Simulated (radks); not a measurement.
Values are calculated unless marked as measured or tabulated.
Question: The mean radii <r> (bohr) of the occupied orbitals of an atom or ion are listed with their occupations. Level of theory: Dirac Kohn-Sham, relativistic LDA (MacDonald-Vosko exchange, VWN5 correlation), spin-unpolarised, spherical densities, finite nucleus; Fermi nuclear charge, rms radius of each element as measured or else 0.836 A^(1/3) + 0.57 fm (a radial shooting solver on a logarithmic mesh with Libxc functionals).

| orbital | occ. | <r> |
|---|---|---|
| 1s1/2 | 2 | 0.01667 |
| 2s1/2 | 2 | 0.06955 |
| 2p1/2 | 2 | 0.05715 |
| 2p3/2 | 4 | 0.06577 |
| 3s1/2 | 2 | 0.1804 |
| 3p1/2 | 2 | 0.1706 |
| 3p3/2 | 4 | 0.1863 |
| 3d3/2 | 4 | 0.1619 |
| 3d5/2 | 6 | 0.1667 |
| 4s1/2 | 2 | 0.3882 |
| 4p1/2 | 2 | 0.3876 |
| 4p3/2 | 4 | 0.4166 |
| 4d3/2 | 4 | 0.4135 |
| 4d5/2 | 6 | 0.4220 |
| 4f5/2 | 6 | 0.4060 |
| 4f7/2 | 1 | 0.4098 |

Name the element and its charge. Open shells, if any, fill j = l - 1/2 first.

Answer: Z = 80, mercury, charge +27: Hg27+ in [Kr] 4d10 4f7. The 1s radius gives Z: for a bare nucleus <r> = (2 gamma + 1)/(2Z) with gamma = sqrt(1 - (Z/c)^2), 0.0164 bohr for Z = 80, and screening makes it slightly larger (0.01667 here). The occupations add up to 53, and the charge is Z minus that.
